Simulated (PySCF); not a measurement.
Correlation energy of Ne²⁺ (neon, charge +2)

[He] 2s1 2p4 3d1, one real determinant (an excited configuration). Computed with PySCF 2.14 in aug-cc-pVQZ, with no relativity, point nucleus. Frozen: 1s2; 6 electrons correlated.

```json
{"level": "CCSD", "correlation energy (mhartree)": "-134.59"}
{"level": "(T)", "correlation energy (mhartree)": "-2.39"}
{"level": "CCSD(T)", "correlation energy (mhartree)": "-136.98"}
```

Diagnostics: T1 = 0.0031, D1 = 0.0088, largest double amplitude 0.066.

Is a single reference adequate?

Yes: T1 lies below 0.03 and no double amplitude reaches 0.07.

The reference is one real determinant that mixes LS terms of this configuration.
